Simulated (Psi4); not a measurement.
C₅H₉O, doublet, at a GFN2-xTB geometry. Base run: HF/STO-3G run with Psi4.

Geometry (Å):
```xyz
15

C      2.0169     0.8029    -0.4814
C      1.3342    -0.3000     0.2262
C      0.1805    -0.0974     1.1155
C     -0.9394    -0.3350     0.0970
C     -1.4191     0.9092    -0.6052
O     -1.3599    -1.4417    -0.1467
H      3.0994     0.6692    -0.4220
H      1.7713     0.8179    -1.5498
H      1.7631     1.7707    -0.0527
H      1.5872    -1.3109    -0.0454
H      0.1351     0.9071     1.5321
H      0.1228    -0.8534     1.8987
H     -2.0548     0.6387    -1.4447
H     -0.5844     1.5103    -0.9534
H     -1.9983     1.5065     0.0982
```
Charge 0, spin multiplicity 2.
Orbitals are unrestricted.
All else is at Psi4's defaults (density fitting).
Base energy -266.04385 Eh.

Each row names what was changed in the base input (with any setting that the change needs).

```tsv
change	ΔE vs base (mEh)	SCF cycles	basis functions	outcome
base	0.000	16	39	converged
puream = false	-0.029	16	39	converged
scf_type = direct	0.656	18	39	converged
scf_type = cd	2.349	16	39	converged
d_convergence = 1e-10	0.000	26	39	converged
scf_initial_accelerator = ediis	0.000	16	39	converged
damping_percentage = 50	-	-	39	not converged
soscf = true	-4.565	13	39	another SCF solution
ints_tolerance = 1e-8	0.000	16	39	converged
df_basis_scf = cc-pvqz-jkfit	0.613	16	39	converged
guess = sadno	0.000	16	39	converged
guess = modhuckel	-4.565	20	39	another SCF solution
guess = gwh	0.000	17	39	converged
```

A guess, shift, damping, solver or small numerical setting can't move a converged solution much, so rows marked as another SCF solution ended in a different state.

Open shells are given as the SCF converged; they aren't shown to be the lowest states, and a large step between rows can be another state.
